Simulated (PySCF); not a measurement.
Compound: CF3SO2Cl.
SMILES: `O=S(=O)(Cl)C(F)(F)F`

Torsions of this conformer, `[O:1]=[S:2](=[O:3])([Cl:4])[C:5]([F:6])([F:7])[F:8]`: O1–S2–C5–F6 -70°.

The closed-shell ground state was solved at several levels (PySCF, density fitting, gas phase, non-relativistic). Isolated species at its PBE0-D3(BJ)/def2-SVP geometry, gas phase.

```csv
level,basis functions,HOMO (eV),LUMO (eV),gap (eV),dipole (D)
PBE0/cc-pVDZ,120,-9.59,-2.23,7.36,1.73
PBE0/def2-TZVP,260,-9.86,-2.38,7.48,1.77
PBE0/cc-pVTZ,248,-9.80,-2.35,7.45,1.79
PBE0/def2-SVP,120,-9.68,-2.25,7.43,1.75
PBE0/IGLO-III,298,-9.81,-2.43,7.38,1.79
```

Q: What might PBE0/aug-cc-pVDZ (192 basis functions) give for the same quantities?

A: HOMO -9.85 eV, LUMO -2.60 eV, gap 7.25 eV, dipole 1.78 D.

Q: Over all these levels, which gives the widest orbital gap and which the narrowest?

A: PBE0/def2-TZVP has the widest, 7.48 eV, and PBE0/aug-cc-pVDZ the narrowest, 7.25 eV. From the narrowest to the widest the HOMO moves by -0.01 eV and the LUMO by +0.22 eV.

Q: How much does the basis alone move the frontier levels among the 6 PBE0 rows (the withheld one included)?

A: The HOMO by 0.27 eV and the LUMO by 0.37 eV. By rising basis size (HOMO, LUMO in eV): cc-pVDZ -9.59, -2.23; def2-SVP -9.68, -2.25; aug-cc-pVDZ -9.85, -2.60; cc-pVTZ -9.80, -2.35; def2-TZVP -9.86, -2.38; IGLO-III -9.81, -2.43.

Q: How far do the dipole and the HOMO energy spread over the levels?

A: The dipole runs from 1.73 to 1.79 D (mean 1.77 D) and the HOMO from -9.86 to -9.59 eV.
